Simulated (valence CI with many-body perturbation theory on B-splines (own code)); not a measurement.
## Energy levels of Ho60+

Computed by valence CI with perturbative core correlation (CI+MBPT): five valence electrons over a frozen Dirac-Fock core [He], a basis of 11 s, 11 p, 10 d, 8 f, 5 g, 2 h functions for each j, with the one-electron correlation potential Σ1, the two-electron term Σ2, the three-electron term Σ3, Breit, model QED; selected CI, second order for the rest, scaled by the run's own slope (own B-spline code, finite nucleus).

No measured spectrum was set against this ion. As an estimate, large intervals hold to a few tenths of a per cent, small ones and those within an open d or f shell to about a per cent. Among the levels kept, up to 7300 cm⁻¹ of a level comes from second order outside the variational space, and about a tenth of that is noise between levels of different J, which matters for small intervals.

Levels 91 to 135 of 202, with energies above the lowest level, (2s^2 2p1/2^2 2p3/2) J=3/2. "Leading %" is the weight of the configuration and term that name the level; weights of strongly mixed levels are sums over their largest components and can fall short. In the jj column 3d3/2^4 stands for four electrons in 3d with j = 3/2. Lifetimes count E1, E2, E3, M1 and M2 decay at the calculated energies, and are blank where another channel may lead or the interval is too uncertain; long ones can be off by a factor of two.

```tsv
No.	Configuration	Term	J	E (eV)	Leading %	g	Second component	Lifetime	Leading jj
91	2s 2p3 3p	6P	3/2	9295.2	40	1.737	20 % 2s 2p3 3p 4D	8.64 fs	2s 2p1/2 2p3/2^2 3p1/2 (99 %)
92	2s 2p3 3s	4P°	1/2	9304.5	83	2.323	16 % 2s 2p3 3s 2P°	10.4 fs	2s 2p1/2 2p3/2^2 3s (99 %)
93	2s 2p3 3p	4F	5/2	9306.9	29	1.343	23 % 2s 2p3 3p 4P	4.40 fs	2s 2p1/2 2p3/2^2 3p1/2 (99 %)
94	2s 2p3 3s	2S°	1/2	9321.4	47	1.111	36 % 2s 2p3 3s 4D°	6.21 fs	2s 2p1/2 2p3/2^2 3s (84 %)
95	2s 2p3 3s	4S°	3/2	9326.2	38	1.456	27 % 2s 2p3 3s 2D°	10.8 fs	2s 2p1/2 2p3/2^2 3s (97 %)
96	2s 2p3 3s	4P°	3/2	9331.9	36	1.391	23 % 2s 2p3 3s 2P°	8.46 fs	2s 2p1/2 2p3/2^2 3s (96 %)
97	2s 2p3 3s	2D°	3/2	9335.4	59	1.069	16 % 2s 2p3 3s 4D°	8.18 fs	2s 2p1/2 2p3/2^2 3s (98 %)
98	2s 2p3 3s	2D°	5/2	9336.0	70	1.234	8 % 2s 2p3 3s 4D°	24.5 fs	2s 2p1/2 2p3/2^2 3s (81 %)
99	2s 2p3 3p	2F	7/2	9339.1	42	1.211	34 % 2s 2p3 3p 4F	2.96 fs	2s 2p1/2 2p3/2^2 3p1/2 (99 %)
100	2s2 2p2 3p	4D°	7/2	9356.0	63	1.308	34 % 2s2 2p2 3p 2F°	160 fs	2s^2 2p3/2^2 3p3/2 (97 %)
101	2s 2p3 3s	2P°	1/2	9356.6	79	0.796	5 % 2s2 2p2 3p 2P°	14.5 fs	2s 2p1/2 2p3/2^2 3s (84 %)
102	2s2 2p2 3p	2D°	5/2	9359.3	42	1.292	29 % 2s2 2p2 3p 4P°	42.1 fs	2s^2 2p3/2^2 3p3/2 (79 %)
103	2s2 2p2 3p	2P°	1/2	9361.1	37	1.162	24 % 2s2 2p2 3p 2S°	17.6 fs	2s^2 2p3/2^2 3p3/2 (68 %)
104	2s 2p3 3p	4P	5/2	9370.4	52	1.428	25 % 2s 2p3 3p 2D	5.61 fs	2s 2p1/2 2p3/2^2 3p1/2 (99 %)
105	2s 2p3 3p	4D	1/2	9395.3	70	0.287	22 % 2s 2p3 3p 2P	8.02 fs	2s 2p1/2 2p3/2^2 3p1/2 (100 %)
106	2s2 2p2 3p	2P°	3/2	9401.8	59	1.301	14 % 2s2 2p2 3p 2D°	77.7 fs	2s^2 2p3/2^2 3p3/2 (94 %)
107	2s 2p3 3p	4P	1/2	9409.6	51	1.550	24 % 2s 2p3 3p 2P	2.38 fs	2s 2p1/2 2p3/2^2 3p1/2 (97 %)
108	2s 2p3 3p	2P	3/2	9412.7	26	1.042	26 % 2s 2p3 3p 4F	2.46 fs	2s 2p1/2 2p3/2^2 3p1/2 (96 %)
109	2s 2p3 3p	2F	5/2	9420.9	59	0.982	17 % 2s 2p3 3p 2D	3.51 fs	2s 2p1/2 2p3/2^2 3p1/2 (97 %)
110	2s 2p3 3p	2D	3/2	9423.7	35	1.092	34 % 2s 2p3 3p 4D	2.85 fs	2s 2p1/2 2p3/2^2 3p1/2 (98 %)
111	2s2 2p2 3p	2P°	3/2	9424.3	59	1.317	14 % 2s2 2p2 3p 2D°	105 fs	2s^2 2p3/2^2 3p3/2 (96 %)
112	2s 2p3 3p	2D	3/2	9459.6	14	1.171	14 % 2s 2p3 3p 2P	2.27 fs	2s 2p1/2 2p3/2^2 3p1/2 (66 %)
113	2s 2p3 3p	4P	1/2	9461.1	39	1.862	31 % 2s 2p3 3p 2S	4.61 fs	2s 2p1/2 2p3/2^2 3p1/2 (93 %)
114	2s2 2p2 3d	2D	3/2	9461.9	17	1.170	16 % 2s2 2p2 3d 4P	1.84 fs	2s^2 2p3/2^2 3d3/2 (63 %)
115	2s2 2p2 3d	4D	5/2	9463.1	28	1.150	22 % 2s2 2p2 3d 2F	1.25 fs	2s^2 2p3/2^2 3d3/2 (93 %)
116	2s2 2p2 3d	2F	7/2	9464.0	38	1.086	29 % 2s2 2p2 3d 2G	1.14 fs	2s^2 2p3/2^2 3d3/2 (98 %)
117	2s2 2p2 3d	4P	1/2	9466.7	42	1.589	24 % 2s2 2p2 3d 2P	1.12 fs	2s^2 2p3/2^2 3d3/2 (89 %)
118	2s2 2p2 3d	2F	7/2	9511.4	51	1.229	38 % 2s2 2p2 3d 4D	469 fs	2s^2 2p3/2^2 3d5/2 (98 %)
119	2s2 2p2 3d	4F	9/2	9512.2	63	1.236	35 % 2s2 2p2 3d 2G	8.98 ps	2s^2 2p3/2^2 3d5/2 (98 %)
120	2s2 2p2 3d	2D	3/2	9516.8	59	0.872	13 % 2s2 2p2 3d 4F	1.28 fs	2s^2 2p3/2^2 3d3/2 (88 %)
121	2s2 2p2 3d	2P	1/2	9526.1	55	1.273	27 % 2s2 2p2 3d 2S	1.60 fs	2s^2 2p3/2^2 3d5/2 (96 %)
122	2s2 2p2 3d	2D	5/2	9547.8	52	1.217	10 % 2s2 2p2 3d 4P	937 as	2s^2 2p3/2^2 3d5/2 (87 %)
123	2s2 2p2 3d	2D	3/2	9551.5	44	1.153	36 % 2s2 2p2 3d 2P	662 as	2s^2 2p3/2^2 3d5/2 (88 %)
124	2s 2p3 3p	6P	7/2	9555.4	49	1.454	30 % 2s 2p3 3p 4F	44.7 fs	2s 2p1/2 2p3/2^2 3p3/2 (99 %)
125	2s 2p3 3p	4P	5/2	9557.5	30	1.458	22 % 2s 2p3 3p 6P	4.31 fs	2s 2p1/2 2p3/2^2 3p3/2 (86 %)
126	2s 2p3 3p	4P	1/2	9566.7	62	1.804	25 % 2s 2p3 3p 2P	3.44 fs	2s 2p1/2 2p3/2^2 3p3/2 (99 %)
127	2s2 2p2 3d	2D	5/2	9581.0	65	1.184	12 % 2s2 2p2 3d 2F	1.15 fs	2s^2 2p3/2^2 3d5/2 (97 %)
128	2s 2p3 3p	4P	3/2	9592.2	50	1.436	20 % 2s 2p3 3p 2D	3.30 fs	2s 2p1/2 2p3/2^2 3p3/2 (95 %)
129	2s 2p3 3p	2P	3/2	9596.5	45	1.254	20 % 2p4 3s 2P	3.71 fs	2s 2p1/2 2p3/2^2 3p3/2 (66 %)
130	2s 2p3 3p	4F	9/2	9598.3	99	1.307		388 fs	2s 2p1/2 2p3/2^2 3p3/2 (99 %)
131	2s 2p3 3p	4D	7/2	9599.9	64	1.301	35 % 2s 2p3 3p 2F	8.01 fs	2s 2p1/2 2p3/2^2 3p3/2 (99 %)
132	2p4 3s	4P	5/2	9606.5	48	1.379	23 % 2p4 3s 2D	9.08 fs	2p1/2^2 2p3/2^2 3s (71 %)
133	2s 2p3 3p	2D	5/2	9638.9	40	1.287	24 % 2s 2p3 3p 4P	4.08 fs	2s 2p1/2 2p3/2^2 3p3/2 (84 %)
134	2p4 3s	2P	3/2	9642.5	31	1.274	22 % 2s 2p3 3p 2P	5.92 fs	2p1/2^2 2p3/2^2 3s (57 %)
135	2s 2p3 3d	6D°	3/2	9648.8	42	1.370	20 % 2s 2p3 3d 4D°	5.77 fs	2s 2p1/2 2p3/2^2 3d3/2 (99 %)
```
